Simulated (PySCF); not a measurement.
Ge(Br)(NH2) (BrGeH2N), SMILES [NH2][Ge][Br] (connectivity only; charge and spin as stated), neutral, multiplicity 1. Heavy atoms are numbered as in [Ge:1]([Br:2])[NH2:3]. Hydrogens are named by the atom that carries them.

The structure is a stationary point at PBE0-D3(BJ)/def2-SVP. One conformer was computed; it need not be the lowest.

Calculation: PySCF with B3LYP/pcSseg-2.

GIAO shieldings, no solvent; atoms alike by connectivity are averaged. δ = σ(ref) − σ: ⁷³Ge against GeH4 (σ = 1629.1 ppm); ¹⁵N against NH3 (σ = 260.3 ppm); ¹H against TMS (σ = 31.68 ppm), references at their B3LYP-D3(BJ)/def2-TZVP geometries, non-relativistic (without spin–orbit terms, shifts of atoms bonded to Cl or Br come out too high).

```csv
nucleus,atoms,count,δ (ppm)
⁷³Ge,Ge1,1,774.4
¹⁵N,N3 (NH2),1,181.9
¹H,H on N3,2,6.08
```
